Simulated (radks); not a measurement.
All-electron atom: neutral erbium in [Xe] 4f12 6s2. Method: scalar-relativistic Kohn-Sham, Slater X-alpha with alpha = 0.719, spin-polarised, spherical densities, finite nucleus; open shells are filled with parallel spins first (spin-orbit coupling, left out, can overturn this in heavy ions); Fermi nuclear charge, rms radius 5.2516 fm; computed with a radial shooting solver on a logarithmic mesh with Libxc functionals.

Normalised radial functions P(r) = r R(r), r in bohr:

| r | 5p up | 5p down |
|---|---|---|
| 0.001382 | 0.0020 | 0.0020 |
| 0.002198 | 0.0044 | 0.0043 |
| 0.003496 | 0.0096 | 0.0094 |
| 0.005604 | 0.0209 | 0.0206 |
| 0.008913 | 0.0435 | 0.0430 |
| 0.01418 | 0.0854 | 0.0844 |
| 0.02273 | 0.1511 | 0.1493 |
| 0.03614 | 0.2140 | 0.2115 |
| 0.05749 | 0.1897 | 0.1876 |
| 0.09216 | -0.0320 | -0.0316 |
| 0.1466 | -0.3021 | -0.2986 |
| 0.2331 | -0.1149 | -0.1135 |
| 0.3737 | 0.4322 | 0.4274 |
| 0.5944 | 0.1576 | 0.1572 |
| 0.9453 | -0.7259 | -0.7172 |
| 1.516 | -0.8743 | -0.8738 |
| 2.41 | -0.3846 | -0.3920 |
| 3.834 | -0.0662 | -0.0696 |
| 6.146 | -0.0030 | -0.0033 |
| 9.775 | 0.0000 | 0.0000 |

5p up: eigenvalue -26.320 eV, 3 radial nodes at r = 0.0877, 0.257, 0.646 bohr, <r> = 1.49 bohr, 90 % of the charge inside 2.21 bohr. 5p down: eigenvalue -25.591 eV, 3 radial nodes at r = 0.0877, 0.257, 0.647 bohr, <r> = 1.50 bohr, 90 % of the charge inside 2.23 bohr.
